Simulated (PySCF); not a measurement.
PySCF input (HF/def2-TZVPD):

```python
from pyscf import gto, scf, dft

mol = gto.M(
    atom='''
    H    -0.00000000   -0.00000000   -2.38477291
    Be   -0.00000000   -0.00000000   -1.04618228
    Be    0.00000000    0.00000000    1.04618228
    H     0.00000000    0.00000000    2.38477291
    ''',
    basis='def2-tzvpd',
    charge=0,
    spin=0,
    verbose=4,
)

mf = scf.RHF(mol).density_fit(auxbasis='def2-universal-jkfit')
mf.conv_tol = 1e-9
mf.max_cycle = 100
mf.max_memory = 1500
mf.kernel()
if not mf.converged:
    mf = mf.newton()
    mf.kernel(mf.make_rdm1())
mf.analyze()
```

End of the output:

```
Extra cycle  E= -30.3851468364467  delta_E= -1.51e-12  |g|= 4.39e-07  |ddm|= 3.42e-06
converged SCF energy = -30.3851468364467
**** SCF Summaries ****
Total Energy =                         -30.385146836446673
Nuclear Repulsion Energy =               8.553970654731295
One-electron Energy =                  -56.631178225966707
Two-electron Energy =                   17.692060734788736
Two-electron Coulomb Energy =           23.900968674245629
DFT Exchange-Correlation Energy =       -6.208907939456893
HOMO-LUMO gap [eV] =                    10.116729244473586
**** MO energy ****
MO #1   energy= -4.67040198880036  occ= 2
MO #2   energy= -4.66993524464645  occ= 2
MO #3   energy= -0.471995361365744 occ= 2
MO #4   energy= -0.458166527047863 occ= 2
MO #5   energy= -0.353029378730767 occ= 2
MO #6   energy= 0.0187535667258859 occ= 0
MO #7   energy= 0.0187535667258971 occ= 0
MO #8   energy= 0.0597368110301632 occ= 0
MO #9   energy= 0.0609654217691152 occ= 0
MO #10  energy= 0.0748067808999141 occ= 0
MO #11  energy= 0.0748067808999213 occ= 0
MO #12  energy= 0.0945000182378131 occ= 0
MO #13  energy= 0.103082797841523  occ= 0
MO #14  energy= 0.103082797841533  occ= 0
MO #15  energy= 0.131512577678789  occ= 0
MO #16  energy= 0.176392353898972  occ= 0
MO #17  energy= 0.176392353898983  occ= 0
MO #18  energy= 0.231566718035916  occ= 0
MO #19  energy= 0.270806159010526  occ= 0
MO #20  energy= 0.271812485344917  occ= 0
MO #21  energy= 0.279100170855659  occ= 0
MO #22  energy= 0.279100170855666  occ= 0
MO #23  energy= 0.335276653423145  occ= 0
MO #24  energy= 0.371320230915777  occ= 0
MO #25  energy= 0.371320230915783  occ= 0
MO #26  energy= 0.411078357010403  occ= 0
MO #27  energy= 0.419719623812802  occ= 0
MO #28  energy= 0.419719623812815  occ= 0
MO #29  energy= 0.441494746399723  occ= 0
MO #30  energy= 0.453703514910491  occ= 0
MO #31  energy= 0.453703514910502  occ= 0
MO #32  energy= 0.470182324469382  occ= 0
MO #33  energy= 0.470182324469385  occ= 0
MO #34  energy= 0.564353195006159  occ= 0
MO #35  energy= 0.586724838195794  occ= 0
MO #36  energy= 0.586724838195802  occ= 0
MO #37  energy= 0.644249838003008  occ= 0
MO #38  energy= 0.644249838003012  occ= 0
MO #39  energy= 0.658331879428411  occ= 0
MO #40  energy= 0.706738701239233  occ= 0
MO #41  energy= 0.78537602324091   occ= 0
MO #42  energy= 0.873127258294522  occ= 0
MO #43  energy= 0.873127258294529  occ= 0
MO #44  energy= 0.890220171274178  occ= 0
MO #45  energy= 1.21416726473997   occ= 0
MO #46  energy= 1.23238759600108   occ= 0
MO #47  energy= 1.97169893999286   occ= 0
MO #48  energy= 1.97169893999288   occ= 0
MO #49  energy= 2.15360998561569   occ= 0
MO #50  energy= 2.1536099856157    occ= 0
MO #51  energy= 2.43328099380359   occ= 0
MO #52  energy= 2.5121039097463    occ= 0
MO #53  energy= 3.27897825854195   occ= 0
MO #54  energy= 3.32162948772442   occ= 0
MO #55  energy= 5.79004896716344   occ= 0
MO #56  energy= 5.79004896716344   occ= 0
MO #57  energy= 5.83839436734505   occ= 0
MO #58  energy= 5.83839436734506   occ= 0
MO #59  energy= 6.4291381623128    occ= 0
MO #60  energy= 6.47098437459106   occ= 0
MO #61  energy= 7.9283203833576    occ= 0
MO #62  energy= 8.58025293515919   occ= 0
 ** Mulliken pop on meta-lowdin orthogonal AOs  **
 ** Mulliken pop  **
pop of  0 H 1s            1.56221
pop of  0 H 2s            0.02113
pop of  0 H 3s            0.01676
pop of  0 H 2px           0.00000
pop of  0 H 2py           0.00000
pop of  0 H 2pz           0.01505
pop of  0 H 3px           0.00000
pop of  0 H 3py           0.00000
pop of  0 H 3pz           0.00408
pop of  1 Be 1s           1.99999
pop of  1 Be 2s           1.16933
pop of  1 Be 3s           0.00196
pop of  1 Be 4s           0.00113
pop of  1 Be 5s           0.00412
pop of  1 Be 2px          0.00000
pop of  1 Be 2py          0.00000
pop of  1 Be 2pz          0.12802
pop of  1 Be 3px          0.00000
pop of  1 Be 3py          0.00000
pop of  1 Be 3pz          0.03928
pop of  1 Be 4px          0.00000
pop of  1 Be 4py          0.00000
pop of  1 Be 4pz          0.00026
pop of  1 Be 5px          0.00000
pop of  1 Be 5py          0.00000
pop of  1 Be 5pz          0.00794
pop of  1 Be 3dxy         0.00000
pop of  1 Be 3dyz         0.00000
pop of  1 Be 3dz^2        0.02874
pop of  1 Be 3dxz         0.00000
pop of  1 Be 3dx2-y2      0.00000
pop of  2 Be 1s           1.99999
pop of  2 Be 2s           1.16933
pop of  2 Be 3s           0.00196
pop of  2 Be 4s           0.00113
pop of  2 Be 5s           0.00412
pop of  2 Be 2px          0.00000
pop of  2 Be 2py          0.00000
pop of  2 Be 2pz          0.12802
pop of  2 Be 3px          0.00000
pop of  2 Be 3py          0.00000
pop of  2 Be 3pz          0.03928
pop of  2 Be 4px          0.00000
pop of  2 Be 4py          0.00000
pop of  2 Be 4pz          0.00026
pop of  2 Be 5px          0.00000
pop of  2 Be 5py          0.00000
pop of  2 Be 5pz          0.00794
pop of  2 Be 3dxy         0.00000
pop of  2 Be 3dyz         0.00000
pop of  2 Be 3dz^2        0.02874
pop of  2 Be 3dxz         0.00000
pop of  2 Be 3dx2-y2      0.00000
pop of  3 H 1s            1.56221
pop of  3 H 2s            0.02113
pop of  3 H 3s            0.01676
pop of  3 H 2px           0.00000
pop of  3 H 2py           0.00000
pop of  3 H 2pz           0.01505
pop of  3 H 3px           0.00000
pop of  3 H 3py           0.00000
pop of  3 H 3pz           0.00408
 ** Mulliken atomic charges  **
charge of    0H =     -0.61923
charge of    1Be =      0.61923
charge of    2Be =      0.61923
charge of    3H =     -0.61923
Dipole moment(X, Y, Z, Debye):  0.00000, -0.00000,  0.00000
```
